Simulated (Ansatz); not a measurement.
Reaction (redistribution): `O[Si@H](Cl)C[Si@@H](O)F` + `O[Si@H](Cl)[Si@@H](O)F` → `O[Si@@H](Cl)[Si@@H](O)Cl` + `O[Si@H](F)C[Si@H](O)F`

Program: Ansatz. Geometries: PBE0-D4/def2-TZVP. ΔE: electronic, gas phase. CBS: MP2 limit from def2 TZ/QZ plus the TZ coupled-cluster correction, frozen cores. Functionals use def2-TZVPP. Each species was taken in one conformer, which may not be the lowest.

```csv
level,ΔE (eV)
r2SCAN-D4,-0.12
r2SCAN,-0.12
CCSD/def2-TZVPP,-0.14
SCS-MP2/def2-QZVPP,-0.12
```

(1) What does CCSD(T)/CBS give? (Best estimate.)

Largest T1 diagnostic among the species: 0.012.

Results:

(1) Computed: -0.13 eV. The listed levels differ from it by 0.01, 0.01, -0.01, 0.01 eV.
